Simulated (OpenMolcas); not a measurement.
Co4+: from CASSCF to CASPT2

| Quantity | Value |
| --- | --- |
| Program | OpenMolcas 26.06 |
| Basis | ANO-RCC-VTZP [6s5p3d2f1g] |
| Scalar Hamiltonian | DKH2, point nucleus |
| Active space | 5 electrons in 5 orbitals (3d) |
| State averaging | 2S+1 = 6 even, 1 root; 2S+1 = 4 even, 24 roots kept (CI in the orbitals of an earlier block); 2S+1 = 2 even, 75 roots kept (CI in the orbitals of an earlier block) |
| Spin-orbit coupling | RASSI with atomic mean-field integrals over the reference wave functions, term energies averaged over their components |

Methods on the same reference wave functions:
A. CASSCF
B. SS-CASPT2, IPEA 0.25 Eh, imaginary shift 0.1 Eh (closed shells correlated: 3s 3p)
C. MS-CASPT2, IPEA 0.25 Eh, imaginary shift 0.1 Eh (closed shells correlated: 3s 3p)

Energies in eV above 3d⁵ ⁶S_5/2, the measured ground level; measured values from Sugar and Corliss, J. Phys. Chem. Ref. Data 10, 1097 (1981).

| Level | A | B | C | Measured |
| --- | --- | --- | --- | --- |
| 3d⁵ ⁶S_5/2 | 0.0000 | 0.0000 | 0.0000 | 0.0000 |
| 3d⁵ ⁴G_5/2 | 5.2877 | 4.917 | 4.917 |  |
| 3d⁵ ⁴G_7/2 | 5.2937 | 4.924 | 4.924 |  |
| 3d⁵ ⁴G_11/2 | 5.2952 | 4.926 | 4.926 | 4.6144 |
| 3d⁵ ⁴G_9/2 | 5.2972 | 4.928 | 4.928 |  |
| 3d⁵ ⁴P_5/2 | 6.0805 | 5.421 | 5.421 | 5.0528 |
| 3d⁵ ⁴P_3/2 | 6.0972 | 5.439 | 5.439 | 5.0698 |
| 3d⁵ ⁴P_1/2 | 6.1169 | 5.460 | 5.460 | 5.0863 |
| 3d⁵ ⁴D_7/2 | 6.5801 | 5.876 | 5.876 | 5.5432 |
| 3d⁵ ⁴D_1/2 | 6.5991 | 5.897 | 5.897 | 5.5678 |
| 3d⁵ ⁴D_3/2 | 6.6144 | 5.913 | 5.913 |  |
| 3d⁵ ⁴D_5/2 | 6.6179 | 5.917 | 5.917 |  |
| 3d⁵ ²I_11/2 | 7.5429 | 7.205 | 7.205 |  |
| 3d⁵ ²I_13/2 | 7.5572 | 7.222 | 7.222 |  |
| 3d⁵ ²D_5/2(1) [65 %] | 8.4512 | 7.600 | 7.600 | 7.0773 |
| 3d⁵ ²D_3/2(1) | 8.5678 | 7.696 | 7.696 | 7.1692 |
| 3d⁵ ²F_7/2(1) | 8.7533 | 7.943 | 7.943 | 7.3715 |
| 3d⁵ ⁴F_5/2 [63 %] | 8.8670 | 8.010 | 8.010 |  |
| 3d⁵ ⁴F_9/2 | 8.8731 | 8.003 | 8.003 | 7.5420 |
| 3d⁵ ⁴F_7/2 | 8.8870 | 8.018 | 8.018 | 7.5598 |
| 3d⁵ ⁴F_3/2 | 8.9279 | 8.057 | 8.057 |  |
| 3d⁵ ²H_9/2 [69 %] | 9.2720 | 8.592 | 8.592 | 8.0270 |
| 3d⁵ ²H_11/2 | 9.3270 | 8.687 | 8.687 | 8.0942 |
| 3d⁵ ²G_7/2(1) | 9.5919 | 8.749 | 8.749 | 8.2113 |

Deviations, from unrounded energies. A percentage is the sum of absolute deviations over the sum of measured energies, with the sign that they share, or ± where signs differ.

```csv
Against measurement,Levels,A,B,C
mean absolute deviation (cm-1),14,9500,3600,3600
other terms of the ground configuration (%),14,+17.9,+6.9,+6.9
```

B, C lie about equally close to measurement and A furthest from it. The largest miss of C in the table is 3d⁵ ²H_11/2, by +4800 cm-1. The ranking rests on the paired levels alone, and a cruder setting can come out closer through cancelling errors.

Between B and C no level of the table moves by more than 5 cm-1.

The two smallest mean deviations differ by little beside CASPT2's spread within terms, so their order carries little weight.

From A to B the spin-free energies of the other terms of 3d⁵ shown, above ⁶S, scale by factors of 0.89 to 0.96, as is usual when dynamic correlation screens the repulsion within a d or f shell.

The lowest spin-free term lies below A's lowest term by 0.334 hartree in B, 0.334 hartree in C.

CASPT2 does not keep the components of a term degenerate, so their means are used; among the terms shown or strongly mixed into the levels shown the widest spread is 560 cm-1 (3d⁵ ⁴F, C). Terms from blocks run as CI alone lack orbitals of their own. Without dynamic correlation excited terms often stand tens of per cent too high (terms of higher spin than the ground term too low), and those without a measured partner can miss by more than the paired ones (holds for A). Some levels mix across a computed gap that differs much from the measured one, so their mixing is not that of the real levels (holds for B; C). Blocks of more than 70 roots (2S+1 = 2 even) ran without multistate coupling (holds for C). Computed and measured levels are paired by configuration, term and J; levels that our copy of the source lacks, or whose pairing is in doubt (as where it misses far off the trend of its configuration), stay unpaired and out of the deviations. Only configurations of the active space appear. The table leaves out levels that lie high or whose names do not pair safely across all columns.

A share in square brackets marks a mixed level and gives the weight of the term that names it, the lowest over the columns. A number in round brackets counts repeated terms of one configuration in the order of the reference energies.
